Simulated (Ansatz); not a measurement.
Coupled-cluster diagnostics for the cluster Zr2O5H2, Ansatz.

Geometry of the singlet (B3LYP-D4/def2-SVP):

Cartesian coordinates in Å:
```
Zr 0.280 0.380 2.108
Zr -0.628 0.144 -0.956
O -0.912 1.140 0.791
O -2.230 -0.575 -1.804
O -1.364 -1.646 -1.235
O 1.503 1.525 2.632
O 0.906 -0.754 0.488
H 0.669 0.798 -2.174
H 1.775 -1.013 0.151
```

In the def2 sets Zr takes a core potential; there is no spin–orbit coupling. Correlated methods freeze 5 core orbitals; core or outer-core shells of Zr are correlated, in sets that lack core-valence functions. The structure holds 1 bond(s) between oxygen atoms. Another isomer (singlet) lies 4.63 eV lower at PBE0-D4/def2-TZVP; other spin states weren't run for this one.

Estimate the CCSD(T) correlation energy, the shares of MP2 and (T), T1 and the reference's ⟨S²⟩ for: charge 0, singlet, own geometry in def2-SVP; and the rough time on 4 threads of Arm Neoverse V2 on a shared host.


| state | basis | correlation (eV) | MP2 share (%) | (T) share (%) | T1 | ⟨S²⟩ (pure) | wall time |
| --- | --- | --- | --- | --- | --- | --- | --- |
| charge 0, singlet, own geometry | def2-SVP | -41.059 | 97.4 | 4.1 | 0.027 | 0.00 (0.00) | 64 s |
Customary marks for T1 are 0.02 (closed shells), 0.045 (open shells) and about 0.05 (3d metals). T1 exceeds 0.02 in 1 of 1 rows and 0.045 in 0; the higher it lies, the less the single-reference result can be trusted.
